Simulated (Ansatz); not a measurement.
Consider the ligand exchange at a B–N bond: `CBN[SiH3]` + `O[SiH2]F` → `CBO[SiH2]F` + `N[SiH3]`.

Gas-phase electronic energies from Ansatz, PBE0-D4/def2-TZVP geometries. CCSD(T)/CBS adds triple-zeta CCSD(T) − MP2 to the extrapolated MP2 energy (def2 sets, frozen cores). This one scheme is used for every species. DFT in def2-TZVPP. One conformer a species, not always the lowest.

| species | ωB97M-V energy (Eh) |
| --- | --- |
| `CBN[SiH3]` | -412.03840 |
| `O[SiH2]F` | -466.49482 |
| `CBO[SiH2]F` | -531.29007 |
| `N[SiH3]` | -347.24427 |

**Question.** Work out ΔE.

**Answer.** ΔE = (-531.29007) + (-347.24427) − (-412.03840) − (-466.49482) = -0.00112 Eh = -0.03 eV. CCSD(T)/CBS gives -0.03 eV.

Largest T1 diagnostic among the species: 0.012.

The D4 term adds +0.04 eV with B3LYP and +0.02 eV with PBE0; it sums over pairs of atoms, weighted by their polarisabilities, and B3LYP, whose exchange is more repulsive, gets the larger term. In def2-TZVPP, CCSD(T) changes the Hartree–Fock value by +0.16 eV (the triples alone add +0.02 eV) and MP2 by +0.17 eV.

B3LYP here is the variant with VWN-RPA as its local correlation; programs differ in this.
